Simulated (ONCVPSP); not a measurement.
# What one change does to a pseudopotential (Be (Z = 4), ONCV)

```json
{
  "Element": "beryllium (Be)",
  "Generator": "ONCVPSP 4.0.1",
  "Type": "optimised norm-conserving Vanderbilt (ONCV)",
  "Functional": "LDA (Perdew-Zunger)",
  "Relativity": "scalar-relativistic",
  "Frozen core": "[He]",
  "Valence charge": "2",
  "Reference configuration": "2s2",
  "Partial waves": "2s: rc 1.70 bohr, ncon 3, nbas 7, qcut 4.8 1/bohr, 1 projector; p scattering state at 0.31 Ha: rc 1.65 bohr, ncon 3, nbas 6, qcut 4.3 1/bohr, 2 projectors, debl 0.6 Ha; d scattering state at 0.07 Ha: rc 1.70 bohr, ncon 4, nbas 7, qcut 5.5 1/bohr, 2 projectors, debl 2 Ha",
  "Local potential": "polynomial inside 1.45 bohr (lpopt 5, dvloc0 2 Ha)",
  "Core correction": "Teter function, fcfact 3.5, rcfact 1.3"
}
```

In the p channel the program set the typed energies aside and used 0.050, 0.650 Ha.

All-electron outer shells of the reference configuration (LDA (Perdew-Zunger), scalar-relativistic, ld1.x):

| shell | level (eV) | outermost node (bohr) | outermost maximum (bohr) |
| --- | --- | --- | --- |
| 1s | -104.93 | – | 0.27 |
| 2s | -5.61 | 0.60 | 2.04 |

Change: all radii but the core radius scaled by about 0.79 (s 1.34, p 1.30, d 1.34 bohr); local potential polynomial inside 1.14 bohr (lpopt 5, dvloc0 2 Ha).

Cutoffs: the cutoffs (Ha) at which the residual kinetic energy of the hardest occupied pseudo-wave falls to 1 and 0.1 mHa per electron; they do not see the model core or the augmentation charge, which bear on the density cutoff. Errors are all-electron minus pseudo energies relative to the spin-unpolarised reference configuration.

**Question.** How do hardness, ghosts and transferability respond?

**Answer.** The potential gets harder (6.5 Ha and 8.9 Ha → 6.6 Ha and 11 Ha); of the 4 tests that both files solve, the error grows in 1 and shrinks in 1 by more than 15 % and 0.3 meV (median size 7.6 → 6.8 meV); neither file shows a bound ghost. A smaller radius makes the pseudo-wave follow the all-electron one further in, where it bends more sharply, so more plane waves are needed.

```csv
quantity,base,changed
"cutoff, loose",6.5 Ha,6.6 Ha
"cutoff, tight",8.9 Ha,11 Ha
bound ghosts,none,none
GHOST(+) flags under 300 eV,none,none
"error for 2s1, meV [ΔE 9.52 eV]",+12,+11
"error for 2s1.5, meV [ΔE 3.75 eV]",+2.0,+1.4
"error for 2s1 2p1, meV [ΔE 3.52 eV]",+3.3,+3.0
"error for 2s0 2p1, meV [ΔE 13.33 eV]",+15,+18
"rms error of d²Exc/dni dnj with the model core, mHa",1.14,1.14
```

Changed file: The cutoffs count occupied waves only; projector 2 of the p channel, the hardest unoccupied one, needs 21 Ha at the loose tolerance.
